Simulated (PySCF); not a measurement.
**UHF on S(2+) (sulfur, charge +2)**

Configuration: [Ne] 3s2 3p2, high-spin 3P determinant. All numbers are calculated (PySCF 2.14, scalar relativity by spin-free X2C-1e, in x2c-TZVPall).

```
Total energy                                                  : -397.411084 hartree
One-electron energy                                           : -536.6782 hartree
Hartree (Coulomb) energy                                      : 163.7910 hartree
Exchange energy                                               : -24.5239 hartree
⟨S²⟩                                                          : 2.0114
⟨L²⟩                                                          : 2.034
Sum of ⟨r⟩                                                    : 10.50 bohr
Sum of ⟨r²⟩                                                   : 15.09 bohr²
Traceless quadrupole moment −½Σ⟨3z² − r²⟩ along its main axis : 1.46 e·bohr²
Langevin diamagnetic susceptibility                           : -12.0 ×10⁻⁶ cm³/mol
Time after the integrals                                      : 0.17 s of wall time on 1 thread of Neoverse-N1 (shared host)
```

```
shell  electrons  mean orbital energy (eV)  spread (eV)  rms radius, mean of both spins (bohr)
 1s α          1                   -2538.1            0                                  0.112
 1s β          1                   -2537.4            0                                  0.112
 2s α          1                   -272.42            0                                  0.515
 2s β          1                   -271.76            0                                  0.515
 2p α          3                   -208.06        0.624                                  0.491
 2p β          3                   -206.83        0.733                                  0.491
 3s α          1                   -48.644            0                                   1.71
 3s β          1                   -41.999            0                                   1.71
 3p α          2                   -34.702            0                                   1.90
```

Densities and radii are taken from the X2C orbitals without a picture-change correction, which distorts them close to the nucleus.
